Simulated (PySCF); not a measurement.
## Ionisation energy of F⁺ by level of theory

F⁺ [He] 2s2 2p4 (3P) → F²⁺ [He] 2s2 2p3 (4S), as a difference of total energies. All numbers are calculated (PySCF 2.14, scalar relativity by spin-free X2C-1e, in aug-cc-pVDZ-DK (4s3p2d, 23 functions)). Correlated levels: valence: 1s2 frozen. The calculations carry no spin-orbit coupling.

```
           method  ionisation energy (eV)  error (eV)
              UHF                  33.337      -1.613
    MP2 (valence)                  34.230      -0.720
SCS-MP2 (valence)                  34.234      -0.716
   CCSD (valence)                  34.245      -0.705
CCSD(T) (valence)                  34.265      -0.685
  CCSDT (valence)                  34.267      -0.683
```

Reference: 34.950 eV (measured; NIST levels, between the centres of gravity of the two terms).

Errors of the correlated levels include the incompleteness of this basis and the frozen core.
